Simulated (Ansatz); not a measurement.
Cost and result for the atomization energy of CH2FNSn (`N#[C][SnH2][F]`) (6 atoms, 5 bonds).

```xyz
6

N     2.542    0.433   -0.507
C     1.430    0.243   -0.274
Sn   -0.580   -0.104    0.241
F    -1.467   -0.182   -1.449
H    -1.197    1.245    1.051
H    -0.728   -1.637    0.938
```

Charge 0, multiplicity 1. Correlated methods include outer-core shells of Sn, which these sets cover unevenly. Sn: def2 effective core potential. The geometry is a stationary point of PBE0-D4/def2-TZVP. Program: Ansatz. Hardware: A = 2 threads of an AMD EPYC 7R13 on a shared host; B = 2 threads of an AMD EPYC 7R13 on a shared host and a share of an NVIDIA H100 80 GB. Times are those of one run each, without the atoms' runs, and a repeat can differ threefold. Electronic energies, without spin–orbit coupling; frozen cores. CCSD(T)/CBS adds CCSD(T) − MP2 in def2-TZVPP to the MP2 limit, and its time is that of the two runs behind it. T1 = 0.014. With those shells the extrapolation isn't a true limit. HSE06 is the plane-wave form, built on full-range PBE exchange.

CCSD(T)/CBS is a level of theory with its own doubt, some kJ/mol a heavy atom from the limit and from the frozen cores, so smaller differences don't rank the functionals.

| level | functions | wall time | atomization (kcal/mol) | difference from CCSD(T)/CBS | per bond |
| --- | --- | --- | --- | --- | --- |
| LDA (SPW92)/def2-TZVPP [A] | 171 | 1.3 s | 586.9 | 79.9 | 16.0 |
| revPBE-D4/def2-TZVPP [A] | 171 | 1.9 s | 501.1 | -5.9 | -1.2 |
| PBE-D4/def2-TZVPP (with forces) [A] | 171 | 2.2 s | 518.6 | 11.6 | 2.3 |
| HSE06-D4/def2-TZVPP [A] | 171 | 3.2 s | 497.7 | -9.3 | -1.9 |
| CCSD(T)/def2-TZVPP [B] | 171 | 3.2 s | 489.3 | -17.7 | -3.5 |
| CAM-B3LYP-D4/def2-TZVPP [A] | 171 | 3.4 s | 504.6 | -2.4 | -0.5 |
| CCSD(T)/def2-SVP [A] | 78 | 3.5 s | 465.6 | -41.4 | -8.3 |
| r2SCANh-D4/def2-TZVPP [A] | 171 | 3.7 s | 491.5 | -15.5 | -3.1 |
| B2PLYP/def2-TZVPP [A] | 171 | 4.2 s | 498.6 | -8.4 | -1.7 |
| B97M-V/def2-TZVPP [A] | 171 | 4.8 s | 508.6 | 1.6 | 0.3 |
| CCSD(T)/def2-QZVPP [B] | 313 | 5.5 s | 501.4 | -5.6 | -1.1 |
| ωB97M-V/def2-TZVPP (with forces) [A] | 171 | 8 s | 504.1 | -2.9 | -0.6 |
| CCSD(T)/CBS(def2) | – | 8.8 s | 507.0 | 0.0 | 0.0 |

Leaving LDA and LC-ωPBE aside and taking each functional with its dispersion term where it has one, the values, not all of them listed here, spread over 44.4 kcal/mol, from BHLYP-D4 to PBE-D4. LDA lies +70.8 kcal/mol from PBE without D4, its usual overbinding. At CCSD(T), def2-SVP lies −41.5 kcal/mol from the extrapolated value and def2-TZVPP −17.7 kcal/mol: correlation converges slowly with the basis, and small sets miss more of it in the bonded molecule than in its fragments. From PBE to PBE0 (25 % exact exchange), in def2-TZVPP and without D4, the atomization energy moves by −20.7 kcal/mol: exact exchange takes away binding that semilocal exchange gives to molecules.

Spin–orbit coupling would lower the free Sn atoms strongly, and the atomization energy with them, by more than many differences here. For some Ge, Se and Sn compounds the MP2-based and the directly extrapolated limit differ by 10 to 25 kJ/mol.
